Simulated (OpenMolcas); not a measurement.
Lines of P3+: computed and rescaled rates

```yaml
Program: OpenMolcas 26.06
Method: "MS-CASPT2, IPEA 0.25 Eh, imaginary shift 0.1 Eh (closed shells correlated: 2s 2p)"
Basis: ANO-RCC-VQZP [6s5p3d2f1g]
Scalar_Hamiltonian: DKH2, point nucleus
Active_space: 2 electrons in 4 orbitals (3s 3p)
State_averaging: 2S+1 = 3 even, 3 roots; 2S+1 = 1 even, 7 roots; 2S+1 = 3 odd, 3 roots; 2S+1 = 1 odd, 3 roots
Spin-orbit_coupling: RASSI with atomic mean-field integrals over the reference wave functions, term energies averaged over their components
```

Rates come from the transition moments of the reference wave functions (E1 and E2 in the length form). At fixed line strength A goes as λ^-3 for E1 and M1 and as λ^-5 for E2, so a rate at the computed wavelength can be rescaled to the measured one. Measured vacuum wavelengths follow from level energies in Martin, Zalubas and Musgrove, J. Phys. Chem. Ref. Data 14, 751 (1985). Branching counts decays inside the model space alone, at computed energies, and the table is only a selection of the E1 lines, drawn from those between levels with measured partners whose computed energy lies within a factor of 1.5 of the measured one.

```json
{"Upper": "3p² ³P₀", "Lower": "3s 3p ³P°₁", "Type": "E1", "λ computed (nm)": "102.3", "λ measured (nm)": "103.3", "A computed (s-1)": "3.79e+09", "A rescaled (s-1)": "3.68e+09", "Branching %": "100.0"}
{"Upper": "3p² ³P₂", "Lower": "3s 3p ³P°₂", "Type": "E1", "λ computed (nm)": "102.3", "λ measured (nm)": "103.1", "A computed (s-1)": "2.41e+09", "A rescaled (s-1)": "2.35e+09", "Branching %": "71.9"}
{"Upper": "3p² ³P₁", "Lower": "3s 3p ³P°₂", "Type": "E1", "λ computed (nm)": "102.5", "λ measured (nm)": "103.6", "A computed (s-1)": "1.57e+09", "A rescaled (s-1)": "1.52e+09", "Branching %": "41.3"}
{"Upper": "3p² ³P₁", "Lower": "3s 3p ³P°₀", "Type": "E1", "λ computed (nm)": "101.9", "λ measured (nm)": "102.8", "A computed (s-1)": "1.28e+09", "A rescaled (s-1)": "1.25e+09", "Branching %": "33.6"}
{"Upper": "3p² ³P₁", "Lower": "3s 3p ³P°₁", "Type": "E1", "λ computed (nm)": "102.1", "λ measured (nm)": "103.1", "A computed (s-1)": "9.53e+08", "A rescaled (s-1)": "9.26e+08", "Branching %": "25.1"}
{"Upper": "3p² ³P₂", "Lower": "3s 3p ³P°₁", "Type": "E1", "λ computed (nm)": "101.8", "λ measured (nm)": "102.6", "A computed (s-1)": "8.24e+08", "A rescaled (s-1)": "8.05e+08", "Branching %": "24.5"}
{"Upper": "3p² ¹D₂", "Lower": "3s 3p ³P°₂", "Type": "E1", "λ computed (nm)": "101.5", "λ measured (nm)": "111.7", "A computed (s-1)": "4.45e+08", "A rescaled (s-1)": "", "Branching %": "34.2"}
{"Upper": "3p² ¹D₂", "Lower": "3s 3p ³P°₁", "Type": "E1", "λ computed (nm)": "101.1", "λ measured (nm)": "111.1", "A computed (s-1)": "1.41e+08", "A rescaled (s-1)": "", "Branching %": "10.8"}
```

Spin-changing lines and M1 lines between different terms are not rescaled, since their strength hangs on the term gaps too.

The largest correction is for 3p² ³P₁ → 3s 3p ³P°₂ (E1): 1.57e+09 × (102.5 / 103.6)^3 = 1.52e+09 s-1, a factor of 0.97.

The computed rate and branching of 3p² ³P₀ → 3s 3p ³P°₁ give the upper level a radiative lifetime of 1.000 / 3.79e+09 s-1 = 2.64e-10 s, counting decays inside the model space alone. The rescaled rate gives about 2.7e-10 s.

The computed order of these levels differs from the measured one in 1 place, and where term gaps are wrong the rates of spin-changing lines can be off by large factors.

No measured rate stands beside these. Rescaling mends the energy factor alone: line strengths can still be far off where a level mixes with configurations outside the active space, and weak or spin-changing lines hang on small mixing coefficients that depend on the term gaps too, so rescaling need not improve them.

Over all roots computed the reference weight is 0.92 to 0.99; the roots of lowest weight are the least certain, and an intruder state may touch them. Some levels mix across a computed gap that differs much from the measured one, so their mixing is not that of the real levels. The ¹D term of p² mixes with s d, which this space lacks. Measured partners are found by configuration, term and J. A level has none where our copy of the source lacks it or the pairing is in doubt (some pairs that miss far off the trend of their configuration count as doubtful). Levels of configurations outside the active space are missing.

° marks odd parity.
